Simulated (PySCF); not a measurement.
The calculation used PySCF 2.14.0, delta-SCF UKS SCAN, pcX-2 on the ionised atom, pcseg-1 elsewhere, spin-free X2C. Geometries: PBE0-D3(BJ)/def2-SVP; isolated species, one conformer each. Values against the vacuum level. Spin–orbit coupling isn't in the SCF: each 2p doublet comes from a relaxed spin-free hole plus a matrix of the shell (mean-field spin–orbit coupling and the ground-state 2p splitting), with 2p3/2 averaged over its two sublevels.

Problem. Rank by computed Si 1s binding energy, lowest first.
A. Silicon in `CCc1cc(C)n([SiH3])c1`
B. Silicon in `CC#C[Si]1(N(C)C)CC1`
C. Silicon in `[SiH2](F)F`

Solution. B (1846.04 eV), A (1847.22 eV), C (1849.77 eV).

The highest is bonded to 2 F and 2 H, the lowest to N and 3 C; the range is 3.73 eV.

Problem. Order these sites by rising Si 2p3/2 binding energy.
A. Silicon in `F[SiH2]F`
B. Silicon in `CCc1cc(C)n([SiH3])c1`
C. Silicon in `C1C[Si]1(N(C)C)C#CC`

Solution. C (106.13 eV), B (107.37 eV), A (109.61 eV).

From the lowest up, the atoms are bonded to: N and 3 C (106.13); N and 3 H (107.37); 2 F and 2 H (109.61).
